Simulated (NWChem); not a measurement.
**Correlation energy of CSi**

```
Si
C 1 1.7373
```
Charge 0, spin multiplicity 3.

Program: NWChem. All single points use one geometry, from UPBE/def2-SVP, a minimum by its harmonic frequencies.

Basis set: cc-pVQZ. Each correlation energy counts from its own Hartree-Fock reference.

The correlated methods keep 6 core orbitals frozen. This spin state was chosen for the runs; another may lie lower. The structure started from a generated list of species. The unpaired electrons of the parent sit in orbitals of symmetry a1 and b1 (C2v labels of the run); other states weren't searched. The stability of the SCF solutions was not checked. Open-shell Hartree-Fock references start from PBE0 orbitals. Coupled-cluster values serve here as a point of comparison, not as the truth.

Problem. Order these methods by the correlation energy they give, lowest first: CCSD[T] on ROHF, CCSD on ROHF, CCSD(T) on ROHF.

Solution. CCSD[T] on ROHF (-257.3 mHa), CCSD(T) on ROHF (-255.9 mHa), CCSD on ROHF (-238.6 mHa)
